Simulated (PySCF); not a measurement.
CHOS, SMILES [OH+]=C=S, charge +1. Heavy atoms are numbered as in [OH+:1]=[C:2]=[S:3]. Hydrogens are named by the atom that carries them.

The structure is a stationary point at B3LYP-D3(BJ)/def2-TZVP. The isomer is the one that the SMILES or the coordinates give; other isomers of the formula were not compared.

Method: PBE/pcSseg-2 in PySCF.

GIAO shieldings, no solvent; atoms alike by connectivity are averaged. δ = σ(ref) − σ: ¹⁷O against H2O (σ = 327.5 ppm); ¹³C against TMS (σ = 181.4 ppm); ³³S against H2S (σ = 705.0 ppm); ¹H against TMS (σ = 31.47 ppm), references at their B3LYP-D3(BJ)/def2-TZVP geometries, non-relativistic.

```tsv
atoms	nucleus	count	δ (ppm)
O1 (OH)	¹⁷O	1	?
C2	¹³C	1	156.8
S3	³³S	1	?
H on O1	¹H	1	8.54
```

Question: Fill in the missing entries. (Estimate from the structure and the level; the computed values follow.)

Answer: 
- O1 (OH), δ (ppm): 133.4
- S3, δ (ppm): 98.7
